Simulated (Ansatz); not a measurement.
`O=C(O)[CH2][GeH3]` and `O=C(O)C[SiH2]F` differ in one atom or group.

Ansatz, PBE0-D4/def2-TZVP geometries, multiplicity 1. Each molecule was computed in one conformer, which needn't be the lowest.

Scalar relativity is left out up to krypton.

| property | `O=C(O)[CH2][GeH3]` |
| --- | --- |
| HOMO energy (ωB97M-V/def2-TZVPP) / eV | -10.49 |
| LUMO energy (ωB97M-V/def2-TZVPP) / eV | 1.99 |
| HOMO–LUMO gap (PBE/def2-TZVPP) / eV | 5.29 |
| size of the dipole moment (PBE/def2-TZVPP) / D | 1.68 |
| LUMO energy (B3LYP/def2-TZVPP) / eV | -0.34 |
| HOMO–LUMO gap (ωB97M-V/def2-TZVPP) / eV | 12.48 |

Problem. What does the change do to each property? (Best estimate.)

Solution. Computed: 
```json
{"property": "HOMO energy (ωB97M-V/def2-TZVPP) / eV", "`O=C(O)C[SiH2]F`": "-11.01", "shift": "-0.52"}
{"property": "LUMO energy (ωB97M-V/def2-TZVPP) / eV", "`O=C(O)C[SiH2]F`": "2.08", "shift": "0.09"}
{"property": "HOMO–LUMO gap (PBE/def2-TZVPP) / eV", "`O=C(O)C[SiH2]F`": "5.53", "shift": "0.24"}
{"property": "size of the dipole moment (PBE/def2-TZVPP) / D", "`O=C(O)C[SiH2]F`": "2.22", "shift": "0.54"}
{"property": "LUMO energy (B3LYP/def2-TZVPP) / eV", "`O=C(O)C[SiH2]F`": "-0.49", "shift": "-0.15"}
{"property": "HOMO–LUMO gap (ωB97M-V/def2-TZVPP) / eV", "`O=C(O)C[SiH2]F`": "13.09", "shift": "0.61"}
```

With PBE0 the HOMO falls by 0.50 eV and the LUMO falls by 0.14 eV, so the gap widens by about 0.36 eV. PBE moves the HOMO by -0.47 eV and ωB97M-V by -0.52 eV. Dipoles are sizes alone; their direction can turn.

B3LYP here is the variant with VWN-RPA as its local correlation; programs differ in this.
